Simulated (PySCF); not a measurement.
**Cl²⁺: ionisation energy**

Cl²⁺ [Ne] 3s2 3p3 (4S) → Cl³⁺ [Ne] 3s2 3p2 (3P), as a difference of total energies. Calculation: PySCF 2.14, in aug-cc-pVDZ-DK (5s4p2d, 27 functions); the spin-free X2C one-electron Hamiltonian (Gaussian nucleus). Correlated levels: valence: [Ne] frozen. The calculations carry no spin-orbit coupling.

```tsv
method	ionisation energy (eV)
UHF	38.970
MP2 (valence)	39.409
SCS-MP2 (valence)	39.252
CCSD (valence)	39.327
CCSD(T) (valence)	39.331
CCSDT (valence)	39.330
```

A first-order spin-orbit estimate (lowest level to lowest level, LS coupling) adds -0.099 eV.

Errors of the correlated levels include the incompleteness of this basis and the frozen core.

Question: Which method comes closest to the reference value, and which is furthest?

Answer: The reference is 39.8 ± 0.11 eV (semi-empirical (NIST evaluation); NIST Atomic Spectra Database, ionization energies). Closest: MP2 (valence) (error -0.490 eV); furthest: UHF (error -0.929 eV), both after the spin-orbit estimate.
